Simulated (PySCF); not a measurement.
C₃H₉NSi₂, SMILES N#CCC[SiH2][SiH3]. Atoms are numbered in the order given.

```xyz
15

N     -2.5337     0.7490    -1.3682
C     -1.9841    -0.1607    -0.9073
C     -1.2676    -1.2838    -0.2970
C     -0.6764    -0.9481     1.0874
Si     0.5255     0.5353     1.1355
Si     2.1168     0.3385    -0.5861
H     -0.4710    -1.5909    -0.9959
H     -1.9641    -2.1364    -0.2291
H     -1.4909    -0.7558     1.8056
H     -0.1361    -1.8349     1.4575
H     -0.2244     1.8151     0.9870
H      1.2071     0.5331     2.4645
H      2.8395    -0.9643    -0.4585
H      1.4400     0.3658    -1.9169
H      3.1127     1.4477    -0.5269
```
Charge 0, spin multiplicity 1.

Geometry: B3LYP-D3(BJ)/def2-SVP. This is a generated structure with no PubChem entry under its InChIKey; it may be hypothetical. Other conformers were not sampled.

All values below come from SMD-PBE0/6-31G* (PySCF).

Solvation free energies are E(SMD) − E(gas) at the gas-phase geometry, for 1 M in both phases. In vacuum the dipole moment is 3.85 D.

```csv
solvent,ΔG(solv) (kcal/mol),its non-electrostatic (CDS) part,dipole (D)
water,-1.6,5.9,5.31
1-octanol,-4.9,1.5,5.07
chloroform,…,…,…
```

Question: What belongs in the gaps? (Estimate from the structure and the level; the computed values follow.)

Answer: 
- chloroform, ΔG(solv) (kcal/mol): -5.4
- chloroform, its non-electrostatic (CDS) part: -0.1
- chloroform, dipole (D): 4.83
